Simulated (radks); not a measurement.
Task: These are the eigenvalues of the occupied orbitals of an atom or ion with whole-number occupations (hartree). Calculated with a radial shooting solver on a logarithmic mesh with Libxc functionals: scalar-relativistic Kohn-Sham, PBE, spin-polarised, spherical densities, point nucleus.

1s up: -521.0640
1s down: -521.0556
2s up: -69.25050
2s down: -69.24515
2p up: -61.31393
2p down: -61.30709
3s up: -10.42929
3s down: -10.41812
3p up: -7.90174
3p down: -7.88940
3d up: -3.71939
3d down: -3.70422
4s up: -1.49963
4p up: -0.94166
4p down: -0.86180
5s up: -0.30253

Which element is it, and in what charge state? The configuration may be excited. Open shells, if any, are filled with parallel spins first.

Result: Z = 36, krypton, charge +1: Kr+ in [Ar] 3d10 4s1 4p5 5s1. The list shows which subshells hold electrons but not how many an open one holds; the 1s level, -521.06 hartree, gives Z - s = 32.3 by -(Z - s)^2/2, which with screening and relativity narrows Z to a few neighbours, and the depths of the outer levels then fix element, charge and occupations together.
